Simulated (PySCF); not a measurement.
# Electronic absorption of CH5ClF2Si2

Compound: CH₅ClF₂Si₂.
SMILES with atom numbers: `[F:1][C@@H:2]([SiH3:3])[Si@@H:4]([F:5])[Cl:6]` (hydrogens: H7 on C2; H8, H9, H10 on Si3; H11 on Si4)

Computed with TDDFT PBE0/def2-SVPD, vertical, gas phase, core orbitals frozen in the response (PySCF 2.14.0, density-fitted response routines). Isolated species at its GFN2-xTB geometry (one conformer only). Torsions of this conformer, `[F:1][C@@H:2]([SiH3:3])[Si@@H:4]([F:5])[Cl:6]`: F1–C2–Si4–F5 173°.

| state | E (eV) | λ (nm) | f | main configurations (H = HOMO, L = LUMO) |
| --- | --- | --- | --- | --- |
| S1 | 6.59 | 188.0 | 0.041 | H→L (97%) |
| S2 | 7.45 | 166.4 | 0.0028 | H-1→L (94%) |
| S3 | 7.66 | 161.9 | 0.012 | H→L+2 (53%), H→L+1 (40%) |
| S4 | 7.69 | 161.2 | 0.041 | H→L+1 (57%), H→L+2 (38%) |
| S5 | 8.17 | 151.8 | 0.077 | H→L+3 (43%), H-2→L (27%), H→L+4 (14%) |
| S6 | 8.19 | 151.5 | 0.023 | H-2→L (62%), H→L+3 (18%), H→L+4 (8%) |
| S7 | 8.39 | 147.9 | 0.079 | H→L+4 (57%), H→L+3 (22%) |
| S8 | 8.41 | 147.4 | 0.040 | H-3→L (50%), H-1→L+2 (18%), H-1→L+1 (12%) |

Triplets (Tamm–Dancoff): T1 6.04 eV, H→L (95%); T2 6.99 eV, H-1→L (81%), H→L+2 (8%); T3 7.22 eV, H→L+2 (63%), H→L+1 (21%).

The lowest singlet lies at 6.59 eV (188 nm, vacuum ultraviolet) and is of moderate strength; its leading configuration is HOMO→LUMO (97%). The largest oscillator strength of a single state is 0.079. Löwdin shares by element: HOMO carbon 30%, silicon 26%, fluorine 21% or more (atoms not listed hold the other 23%); LUMO silicon 28% or more, carbon 15%, chlorine 13%, fluorine 10% or more (atoms not listed hold the other 34%). The listed states span 1.82 eV, and the widest gap between neighbours is 0.86 eV (S1 to S2). Weighted by f, the mean energy of these states is 7.96 eV. Orbital energies (eV): HOMO-3 -10.13, HOMO-2 -9.96, HOMO-1 -9.44, HOMO -8.59, LUMO -0.51, LUMO+1 0.22, LUMO+2 0.29. Only the lowest 8 singlets were computed, as vertical energies without vibronic structure.
